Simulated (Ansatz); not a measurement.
Pb₃F₆. The state is a triplet with charge 0. Geometry B3LYP-D4/def2-SVP, that of the neutral singlet.

Cartesian coordinates in Å:
```
Pb 0.7835 -1.7817 -0.7857
Pb -1.9356 0.0274 0.8113
Pb 1.1522 1.7543 -0.0256
F -0.4224 -1.6505 1.1505
F 1.9680 -0.3135 0.5030
F 1.0285 0.2710 -1.7588
F -1.3614 -1.0651 -1.1113
F -1.0764 1.6717 -0.5224
F -0.1363 1.0864 1.7390
```

In the def2 sets Pb takes a core potential; there is no spin–orbit coupling. At PBE-D4/def2-TZVP an occupied level of the charge 0 triplet lies above an empty one (by up to 0.09 eV), so this SCF solution is probably not the lowest. At PBE-D4/def2-TZVP, r2SCAN-D4/def2-TZVP the gap within one spin of the charge 0 triplet nearly closes, so an electron or hole may be smeared out by delocalisation error. At PBE0-D4/def2-TZVP a singlet of charge 0 lies 5.80 eV below the triplet at the same geometry. The structure comes from a short search, and lower isomers may exist.

Estimate the α-spin orbital energies around the gap (eV) in Ansatz with PBE-D4/def2-TZVP, r2SCAN-D4/def2-TZVP, PBE0-D4/def2-TZVP.


```csv
orbital,PBE-D4/def2-TZVP,r2SCAN-D4/def2-TZVP,PBE0-D4/def2-TZVP
HOMO−5,-8.32,-8.78,-10.29
HOMO−4,-8.28,-8.76,-10.18
HOMO−3,-8.04,-8.46,-9.81
HOMO−2,-8.00,-8.41,-9.46
HOMO−1,-7.66,-8.02,-8.95
HOMO,-2.51,-2.56,-3.02
LUMO,-1.87,-1.68,-1.16
LUMO+1,-1.85,-1.61,-1.15
LUMO+2,-1.63,-1.53,-1.06
LUMO+3,-1.53,-1.34,-0.92
LUMO+4,-1.28,-1.16,-0.60
LUMO+5,-1.13,-0.75,-0.44
β HOMO,-7.48,-7.82,-8.71
β LUMO,-7.57,-7.68,-7.13
```
